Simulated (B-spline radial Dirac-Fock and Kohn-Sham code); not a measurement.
**Atomic SCF run for Rh**

ΔSCF core binding energies without Breit or QED terms, calculated with a B-spline atomic structure program. Keys: rel is the Hamiltonian (dirac, or spin-free x2c and nr, where L3 and M5 stand for the whole 2p and 3d shells), method is hf or an exchange,correlation pair (spin-unpolarised, also for the hole states), nuc the nuclear model, radius_factor scales its radius, rmax is the box in bohr, h the logarithmic mesh step, order the B-spline order, points the quadrature points per cell, c_factor scales the speed of light, and damp, ndamp, maxit and tol steer the iteration. The run stops when the commutator error falls below 10·tol·max(1, Z/10), or the numerical noise floor, and the energy has settled to about 1e-8 Ha; the virial ratio is −V/T.

Input (task.json):

```json
{"items": [{"Z": 45, "q": 0, "cfg": [[1, 0, 2], [2, 0, 2], [2, 1, 6], [3, 0, 2], [3, 1, 6], [3, 2, 10], [4, 0, 2], [4, 1, 6], [4, 2, 8], [5, 0, 1]], "A": 103, "rrms": 4.4945, "do": "settings", "holes": ["K", "L3", "M5"],
  "settings": [{"rel": "dirac", "method": "hf", "nuc": "fermi", "radius_factor": 1.0, "rmax": 45.0, "h": 0.3, "order": 8, "points": 10, "c_factor": 1.0, "maxit": 90, "damp": 0.5, "ndamp": 3, "tol": 1e-08, "cfg": "1s2 2s2 2p6 3s2 3p6 3d10 4s2 4p6 4d8 5s2 5p2"}]}]}
```

Command: `python xray2_run.py task.json out`

Ground-state iterations:

```
iter   energy (Ha)        error
   1    -4779.58294115  1.59e+00
   2    -4780.49061704  2.76e-01
   3    -4782.33037497  2.23e-02
   4    -4782.51212115  2.43e-02
   5    -4782.52868911  2.08e-02
   6    -4782.54528275  2.69e-03
   7    -4782.54660094  2.20e-03
   8    -4782.54698484  7.23e-04
   9    -4782.54709906  8.98e-05
  10    -4782.54710219  3.31e-05
  11    -4782.54710282  7.78e-06
  12    -4782.54710287  1.94e-06
  13    -4782.54710288  5.43e-07
  14    -4782.54710288  1.84e-07
```

The ground state converged in 14 iterations, with total energy -4782.54710 Ha, virial ratio 1.95901 and highest orbital energy 1.77 eV. Holes are computed only in closed shells, and unreliable hole states are left out.

Q: One setting is unsound. Which, and why?

A: cfg describes an anion whose outer electrons are not bound. With the default settings (Dirac Hartree-Fock): The ground state converged in 10 iterations, with total energy -4782.64583 Ha, virial ratio 1.95904 and highest orbital energy -6.21 eV. ΔSCF binding energies: K (1s) 23296.1 eV, L3 (2p3/2) 3018.2 eV. Holes are computed only in closed shells, and unreliable hole states are left out.
